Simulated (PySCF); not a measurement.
**Pt (platinum, neutral) across methods**

[Xe] 4f14 5d9 6s1, high-spin 3D determinant. Calculation: PySCF 2.14, in aug-cc-pVTZ-PP with ECP60MDF; a scalar-relativistic core potential.

```tsv
method	E (hartree)	mean ε 5d α (eV)	mean ε 5d β (eV)	mean ε 6s α (eV)	Σ⟨r²⟩ (bohr²)	⟨S²⟩
UHF	-118.51589	-11.839	-10.572	-7.905	52.06	2.004
B97-3	-119.4005	-8.130	-7.170	-6.531	51.97	2.002
wB97M-V	-119.2822	-10.513	-9.551	-8.460	52.15	2.002
BP86	-119.5094	-6.761	-5.866	-6.127	52.26	2.001
PBE	-119.4123	-6.638	-5.698	-5.951	52.34	2.001
r2SCAN	-119.4180	-7.246	-5.970	-5.838	52.06	2.003
LC-wPBE	-119.3842	-10.680	-9.741	-8.733	51.63	2.001
LDA	-119.1842	-6.868	-5.975	-6.315	52.52	2.000
```

Problem. Estimate the same row for PBE0.

Solution. E (hartree) = -119.3677; mean ε 5d α (eV) = -8.080; mean ε 5d β (eV) = -7.067; mean ε 6s α (eV) = -6.616; Σ⟨r²⟩ (bohr²) = 51.87; ⟨S²⟩ = 2.001.

Energies and moments cover only the electrons outside the core potential. Spin-orbit coupling, absent here, splits the open shell strongly.
